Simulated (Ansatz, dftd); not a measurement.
Species: H$_{4}$Si$_{2}$O$_{2}$, charge 0, singlet. H4Si2O2 (SMILES O1[SiH2]O[SiH2]1).
B3LYP-D3(BJ)/def2-TZVP minimum from Ansatz (a quantum-chemistry and plane-wave program):
```xyz
8

O     -0.3096     0.3267     1.0956
Si     1.1037     0.4002     0.1926
O      0.3096    -0.3267    -1.0956
Si    -1.1037    -0.4002    -0.1926
H      2.2027    -0.4131     0.7457
H      1.5548     1.7757    -0.0900
H     -2.2027     0.4131    -0.7457
H     -1.5548    -1.7757     0.0900
```

Wanted: atomisation energy (electronic, to ground-state atoms), in kcal/mol. UHF or UKS for unpaired electrons; spin-orbit terms are left out. CBS(X,Y): correlation extrapolated as X^-3, Hartree-Fock from the larger set. A bracket is a step between two methods taken in the basis named. Functionals run without relativity, which enters their misses. Double hybrids freeze cores in their MP2 part. '+ core + X2C': CCSD(T) terms for core correlation (cc-pwCVTZ, 1s frozen past Ne) and scalar relativity (cc-pVTZ-DK). Where a partner has so few electrons that a lower coupled-cluster level is exact, that level stands in.

Compared with CCSD(T)/CBS(cc-pV(T+d)Z,cc-pV(Q+d)Z) + [CCSDT(Q) - CCSD(T)]/cc-pV(D+d)Z + core + X2C (Ansatz).

Question: Rank these levels by how close they come to it, closest first: B2GP-PLYP-D4/def2-TZVPD (Ansatz + dftd4); B3LYP-D4/def2-TZVPD (Ansatz + dftd4); B2PLYP-D4/def2-TZVPD (Ansatz + dftd4).

Answer: B3LYP-D4/def2-TZVPD (714.6 kcal/mol, difference -12.2), B2PLYP-D4/def2-TZVPD (713.1 kcal/mol, difference -13.7), B2GP-PLYP-D4/def2-TZVPD (712.2 kcal/mol, difference -14.6)
